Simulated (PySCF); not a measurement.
B(Et)(OH)(NH2) (C₂H₈BNO), SMILES CCB(N)O.

The structure is a stationary point at B3LYP-D3(BJ)/def2-SVP. The values are those of a single conformer.

These are B3LYP-D3(BJ)/def2-SVP (PySCF) values and carry that method's errors.

No scaling factor is applied to the harmonic values.

Computed normal modes with their intensities:
```tsv
mode	ν (cm⁻¹)	IR (km/mol)	moving atoms (share of kinetic energy)
1	35	3.6	H 38 %, C 32 %, N 16 %, O 12 %
2	205	3.1	C 40 %, H 28 %, O 25 %
3	215	1.2	H 90 %
4	359	0.1	H 42 %, N 21 %, C 18 %, O 12 %
5	403	118.7	H 82 %, N 16 %
6	425	6.2	H 40 %, O 22 %, C 13 %, N 13 %, B 12 %
7	459	115.4	H 94 %
8	550	13.3	H 70 %, B 14 %
9	618	46.5	H 41 %, B 37 %, O 10 %
10	742	0.7	H 39 %, C 33 %, O 14 %, N 10 %
11	761	11.3	H 59 %, B 19 %, C 17 %
12	878	14.0	H 70 %, N 20 %, O 10 %
13	981	41.5	H 62 %, C 24 %, O 10 %
14	995	23.3	H 71 %, C 16 %
15	1013	58.3	H 71 %, O 10 %, C 8 %
16	1053	2.8	C 60 %, H 37 %
17	1246	16.7	H 65 %, C 19 %, B 12 %
18	1255	30.9	H 70 %, C 17 %, B 10 %
19	1377	102.7	B 41 %, H 28 %, C 24 %
20	1394	23.4	H 72 %, C 16 %, B 11 %
21	1420	164.1	B 46 %, H 37 %
22	1440	27.7	H 85 %
23	1476	2.3	H 97 %
24	1481	13.7	H 93 %
25	1598	180.7	H 72 %, N 19 %, B 9 %
26	3007	27.1	H 94 %
27	3020	37.0	H 97 %
28	3048	27.9	H 91 %, C 9 %
29	3089	42.2	H 91 %, C 9 %
30	3113	28.7	H 91 %, C 9 %
31	3592	19.8	H 96 %
32	3694	16.4	H 91 %, N 9 %
33	3855	27.7	H 94 %
```
